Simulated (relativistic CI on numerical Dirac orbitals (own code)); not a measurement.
Slater and spin-orbit integrals, Sr20+

Calculated at this level of theory: Dirac-Coulomb-Breit CI, orbitals from a KLI potential per configuration, model QED (radiative potential, 1s self-energy scaled to tabulated hydrogen-like ionisation energies), unscaled Slater integrals (own radial code, finite nucleus).

Slater integrals F^k, G^k are unscaled and averaged over j, outside the closed core [Ne]; ζ comes from projecting the Hamiltonian with its Breit term on Σ l·s of the shell.

- 3s2.3p5.3d: ζ(3p) = 74749, F^2(3p,3d) = 230370, G^1(3p,3d) = 253700, G^3(3p,3d) = 167250, ζ(3d) = 8670.8 cm⁻¹; <r>(3p) = 0.4326, <r^2>(3p) = 0.2158, <r>(3d) = 0.3925, <r^2>(3d) = 0.1793 (bohr units).
- 3s.3p6.3d: G^2(3s,3d) = 191710, ζ(3d) = 8773.9 cm⁻¹; <r>(3s) = 0.4411, <r^2>(3s) = 0.2214, <r>(3d) = 0.393, <r^2>(3d) = 0.1798 (bohr units).
- 3s2.3p5.4s: ζ(3p) = 76416, G^1(3p,4s) = 28452 cm⁻¹; <r>(3p) = 0.4284, <r^2>(3p) = 0.2116, <r>(4s) = 0.8667, <r^2>(4s) = 0.8431 (bohr units).

Averages of the first 10 configurations, taken without configuration mixing, which lowers the lowest level and can move excited configurations by several eV; other configurations of the list can lie among them:

```json
{"Configuration": "3s2.3p6", "Parity": "even", "States": "1", "Average energy above the lowest level (eV)": "0.3"}
{"Configuration": "3s2.3p5.3d", "Parity": "odd", "States": "60", "Average energy above the lowest level (eV)": "110.5"}
{"Configuration": "3s.3p6.3d", "Parity": "even", "States": "20", "Average energy above the lowest level (eV)": "200.2"}
{"Configuration": "3s2.3p5.4s", "Parity": "odd", "States": "12", "Average energy above the lowest level (eV)": "438.2"}
{"Configuration": "3s2.3p5.4p", "Parity": "even", "States": "36", "Average energy above the lowest level (eV)": "468.9"}
{"Configuration": "3s2.3p5.4d", "Parity": "odd", "States": "60", "Average energy above the lowest level (eV)": "512.1"}
{"Configuration": "3s.3p6.4s", "Parity": "even", "States": "4", "Average energy above the lowest level (eV)": "528.8"}
{"Configuration": "3s2.3p5.4f", "Parity": "even", "States": "84", "Average energy above the lowest level (eV)": "547.5"}
{"Configuration": "3p6.3d2", "Parity": "even", "States": "45", "Average energy above the lowest level (eV)": "404.9"}
{"Configuration": "3p5.3d3", "Parity": "odd", "States": "720", "Average energy above the lowest level (eV)": "513.4"}
```
